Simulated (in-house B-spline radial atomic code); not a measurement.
A run on Tc- that did not converge. Method: scalar-relativistic (X2C) TPSSh, spin-polarised, spherical fractional occupations, exact exchange averaged over the configuration, Fermi nucleus of rms radius 4.41117 fm; computed with a B-spline radial code for spherical atoms.

Command:
```bash
python run_scf.py task.json out
```
Settings (nuclear radius in fm, mass in u):
```
Z                43
configuration    [Kr] 4d6 5s2
hamiltonian      x2c
method           tpssh
spin_polarised   True
nucleus          fermi
rms_radius       4.41117
atomic_mass      96.90636
speed_of_light   137.035999084
exact_exchange   averaged over the configuration
```

First and last ten iterations of the last attempt (damped for 15 steps, keeping 80 % of the old Fock matrix, then DIIS):
```
 iter        energy (Eh)    residual
    1       -4285.159942    6.93e-02
    2       -4274.079140    1.51e-01
    3       -4284.721108    7.95e-02
    4       -4284.989621    4.39e-02
    5       -4285.105299    2.72e-02
    6       -4285.151357    1.72e-02
    7       -4285.168918    1.27e-02
    8       -4285.175896    9.34e-03
    9       -4285.087916    2.96e-02
   10       -4285.152364    1.51e-02
  111       -4285.117119    2.01e-02
  112       -4285.116795    2.02e-02
  113       -4285.116699    2.02e-02
  114       -4285.168671    1.06e-02
  115       -4285.104145    2.26e-02
  116       -4285.102464    2.28e-02
  117       -4285.120379    1.95e-02
  118       -4285.120344    1.94e-02
  119       -4285.167241    1.12e-02
  120       -4285.112276    2.11e-02
 not converged after 120 iterations
```

The smallest residual met was 7.8e-03; the threshold is about 4e-07. No energy from this run should be used. Cost of the run: 6 s on 1 thread of Intel(R) Xeon(R) Platinum 8488C, on a shared host.
